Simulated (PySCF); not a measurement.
# SrH₂: breathing scan

Level of theory: PBE0 in PySCF with Sr def2-TZVP with ECP28, H def2-TZVP; scalar-relativistic core potentials, no spin–orbit coupling; density-fitted integrals.

Rigid scan from the singlet minimum (Sr–H 2.159 Å (×2); H–Sr–H 124.3°). Coordinate: all bonds to the central atom scaled together. Energies in kJ/mol from the minimum.

**Question.** Predict the curve at 0.88, 0.92, 0.96, 1.00, 1.04, 1.08, 1.14, 1.22, 1.35.

**Answer.** 
```json
{"scale of all bonds to the centre": "0.88", "E (kJ/mol)": "46.2", "dipole size (D)": "5.62"}
{"scale of all bonds to the centre": "0.92", "E (kJ/mol)": "18.8", "dipole size (D)": "5.83"}
{"scale of all bonds to the centre": "0.96", "E (kJ/mol)": "4.3", "dipole size (D)": "6.03"}
{"scale of all bonds to the centre": "1.00", "E (kJ/mol)": "0.0", "dipole size (D)": "6.22"}
{"scale of all bonds to the centre": "1.04", "E (kJ/mol)": "3.6", "dipole size (D)": "6.39"}
{"scale of all bonds to the centre": "1.08", "E (kJ/mol)": "13.5", "dipole size (D)": "6.57"}
{"scale of all bonds to the centre": "1.14", "E (kJ/mol)": "36.8", "dipole size (D)": "6.81"}
{"scale of all bonds to the centre": "1.22", "E (kJ/mol)": "78.3", "dipole size (D)": "7.10"}
{"scale of all bonds to the centre": "1.35", "E (kJ/mol)": "158.1", "dipole size (D)": "7.50"}
```

Other isomers or separated fragments may lie lower.
